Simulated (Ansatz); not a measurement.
`C=[C](Cl)[AlH][SiH3]`, charge 0, multiplicity 1.

Problem. Give a relaxed structure at PBE0-D4/def2-TZVP (the Gaussian-basis code of Ansatz). (An estimate is asked.)

Solution. Computed: 
Z-matrix (Å, degrees):
```
Si
Al 1 2.456
H 1 1.491 2 110.9
H 1 1.491 2 112.9 3 -120.6
H 1 1.492 2 110.9 3 118.9
C 2 1.954 1 117.4 3 121.3
H 2 1.584 1 123.2 3 -58.8
Cl 6 1.749 2 118.3 1 -179.9
C 6 1.332 2 123.1 1 0.1
H 9 1.086 6 123.2 2 179.9
H 9 1.086 6 119.5 2 -0.1
```
Point group Cs.
This is one stationary point; other conformers may exist.
